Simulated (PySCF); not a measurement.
**Excitation energy of S(2+) by level of theory**

S(2+) [Ne] 3s2 3p2 (3P) → S(2+) [Ne] 3s1 3p2 4s1 (5P), as a difference of total energies. Computed with PySCF 2.14 in aug-cc-pVQZ-DK (7s6p4d3f2g, 84 functions), with scalar relativity by spin-free X2C-1e. Correlated levels: valence: [Ne] frozen. The calculations carry no spin-orbit coupling.

```csv
method,excitation energy (cm⁻¹)
UHF,199460
LDA,212700
PBE,212130
PBE0,211810
r2SCAN,209610
B97-3,215790
BHandHLYP,215470
PW91,212280
MP2 (valence),210570
SCS-MP2 (valence),214680
```

A first-order spin-orbit estimate (lowest level to lowest level, LS coupling) adds 0.009 eV.

The promoted electron is Rydberg-like, and one or two diffuse shells describe it only roughly, which tends to raise the upper state.
